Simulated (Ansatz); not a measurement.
C$_{3}$H$_{9}$ClO$_{3}$Zr, SMILES `CC[O][Zr]([OH])([Cl])[O]C`, relaxed with RKS PBE0-D4/def2-TZVP in the Gaussian-basis code of Ansatz from a GFN2-xTB geometry. The force threshold is 0.005 eV/Å; the program also tests the step.

Charge 0, multiplicity 1. Zr: def2 effective core potential.

Start:

```xyz
17

C     1.771    0.224   -0.885
C     0.736   -0.561   -1.725
O    -0.198   -1.202   -0.906
Zr   -0.155   -0.590    0.877
O     1.318   -1.015    1.972
Cl   -1.801   -1.740    2.009
O    -0.772    1.188    0.909
C    -2.119    1.270    0.519
H     2.525    0.673   -1.532
H     1.255    1.024   -0.324
H     2.266   -0.468   -0.183
H     1.255   -1.316   -2.341
H     0.209    0.136   -2.404
H     1.160   -1.522    2.780
H    -2.324    0.593   -0.339
H    -2.782    1.004    1.361
H    -2.344    2.302    0.212
```

| step | energy (eV) | largest force (eV/Å) | largest move (Å) |
| --- | --- | --- | --- |
| 1 | -23197.8756 | 2.014 | 0.000 |
| 2 | -23198.4211 | 0.440 | 0.195 |
| 3 | -23198.5775 | 0.462 | 0.188 |
| 4 | -23198.6910 | 0.656 | 0.195 |
| 5 | -23198.7759 | 0.686 | 0.195 |
| 6 | -23198.8790 | 0.344 | 0.200 |
| 7 | -23198.9277 | 0.242 | 0.200 |
| 8 | -23198.9672 | 0.503 | 0.196 |
| 9 | -23198.9870 | 0.625 | 0.193 |
| 10 | -23199.0122 | 0.371 | 0.111 |
| 11 | -23199.0499 | 0.106 | 0.200 |
| 15 | -23199.0841 | 0.029 | 0.086 |
| 19 | -23199.0876 | 0.062 | 0.027 |
| 23 | -23199.0895 | 0.040 | 0.047 |
| 27 | -23199.0909 | 0.026 | 0.036 |
| 31 | -23199.0915 | 0.089 | 0.089 |
| 35 | -23199.0919 | 0.005 | 0.004 |
| 39 | -23199.0922 | 0.051 | 0.074 |
| 43 (rejected) | -23199.0923 | 0.101 | 0.087 |
| 47 | -23199.0932 | 0.007 | 0.020 |
| 51 | -23199.0935 | 0.007 | 0.008 |
| 55 | -23199.0938 | 0.041 | 0.073 |
| 59 | -23199.0941 | 0.017 | 0.043 |
| 63 | -23199.0944 | 0.005 | 0.046 |

End:

```xyz
17

C     2.467   -0.160   -1.559
C     1.046   -0.601   -1.831
O     0.323   -0.756   -0.649
Zr   -0.528   -0.811    1.055
O     0.760   -0.494    2.441
Cl   -1.531   -2.959    1.345
O    -1.892    0.518    1.110
C    -2.827    1.546    1.080
H     3.018   -0.051   -2.497
H     2.480    0.800   -1.039
H     2.986   -0.895   -0.938
H     1.042   -1.557   -2.370
H     0.536    0.132   -2.467
H     1.377   -0.196    3.101
H    -2.803    2.061    0.114
H    -3.834    1.146    1.235
H    -2.619    2.276    1.869
```

It took 2 min on 2 threads of an AMD EPYC 7R13 on a shared host and a share of an NVIDIA H100 80 GB, with 1 GiB of host memory at the peak.
